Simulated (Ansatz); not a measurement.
Basis-set series for `OC[SiH]1CO1`. Charge 0, multiplicity 1. Geometry: relaxed with PBE0-D4/def2-TZVP. It is one conformer, not always the lowest.

| functional | basis | functions | energy (Eh) | HOMO (eV) | LUMO (eV) |
| --- | --- | --- | --- | --- | --- |
| PBE0-D4 | def2-SVP | 104 | -519.08313 | -7.50 | -0.06 |
| PBE0-D4 | def2-QZVPP | 478 | -519.49073 | -7.59 | -0.59 |
| ωB97M-V | def2-SVP | 104 | -519.34079 | -9.76 | 1.83 |
| ωB97M-V | def2-QZVPP | 478 | -519.75656 | -9.86 | 0.93 |

Task: Give the rows for def2-TZVPP. (Estimate.)

Result: Computed: 
```tsv
functional	basis	functions	energy (Eh)	HOMO (eV)	LUMO (eV)
PBE0-D4	def2-TZVPP	250	-519.46719	-7.56	-0.45
ωB97M-V	def2-TZVPP	250	-519.73416	-9.82	1.26
```

Positive LUMOs are unbound and depend on the basis.
